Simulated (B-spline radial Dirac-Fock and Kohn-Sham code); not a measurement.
# Binding energies of As³⁺ at several levels of theory

System: arsenic as As³⁺, [Ar] 3d9 4s2 4p1 (an excited configuration).

The density-functional columns are spherical, spin-unpolarised Dirac-Kohn-Sham results without Breit or QED terms: −ε is minus the orbital energy of the initial state and ΔSCF the difference of two total energies. The reference in the last column comes from Dirac-Fock (average of configuration) total-energy differences with a finite nucleus, the Breit interaction including its frequency dependence, and self-energy and vacuum-polarisation corrections. All numbers are from a radial B-spline solver, in eV; a selection of levels is shown. For the 1s level of heavy atoms much of the gap between ΔSCF and the reference is the Breit and QED part, -24.8 eV here; for other levels the error of the functional can be larger.

```csv
level,LDA −ε,LDA ΔSCF,Dirac-Fock
K,11744.5,11951.2,11929.0
L1,1534.1,1569.5,1599.2
L2,1377.4,1420.3,1423.0
L3,1340.9,1382.7,1387.2
M1,236.7,250.9,267.2
M2,183.9,198.0,206.3
M3,178.7,192.7,201.1
"M4,5",87.31,100.9,98.72
N1,48.51,54.98,52.29
"N2,3",36.16,41.88,41.09
```

Values without a named source are computed, but for edge energies of neutral atoms, which are taken from tables.
